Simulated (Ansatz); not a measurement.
The cluster Cs3I2, relaxed as a doublet with UKS PBE-D4/def2-SVP in Ansatz, starting from the GFN1-xTB geometry. Force threshold 0.02 eV/Å.

In the def2 sets Cs, I take a core potential; there is no spin–orbit coupling. The relaxation made no stability test and no search for a lower SCF solution. Another isomer (doublet) lies 0.21 eV lower at PBE0-D4/def2-TZVP; other spin states weren't run for this one.

Start:

Cartesian coordinates in Å:
```
Cs 0.4201 1.8785 2.3491
Cs 0.5990 -2.5548 1.5425
Cs -0.5177 0.2459 -1.4971
I 0.1125 -3.2692 -1.8896
I -0.6139 3.6996 -0.5048
```

Problem. Estimate the energy that the relaxation releases and the steps that it takes.

Solution. 0.47 eV, in 10 steps; 31 s on 4 threads of Arm Neoverse V2 on a shared host. No frequencies were taken in this run, so the end may be a saddle point.

Problem. Does the start keep its bonding?

Solution. By distances, no bond broke or formed, bridged metal pairs apart. The bond that changes most is Cs1–Cs2, from 4.51 to 5.25 Å (atoms count from 1). Metal–metal contacts that move far: Cs2–Cs3 4.28 to 5.98 Å, Cs1–Cs3 4.28 to 5.98 Å.

Problem. Predict the relaxed structure.

Solution. 
```csv
atom,x (Å),y (Å),z (Å)
Cs1,0.4617,2.1651,2.8747
Cs2,0.8617,-2.9782,1.8852
Cs3,-0.7681,0.4649,-2.7264
I4,-0.0290,-2.8902,-1.6092
I5,-0.5264,3.2384,-0.4242
```
Bond lengths (bridged metal pairs left out): 4 × Cs–I 3.61 Å; 1 × Cs–Cs 5.25 Å.
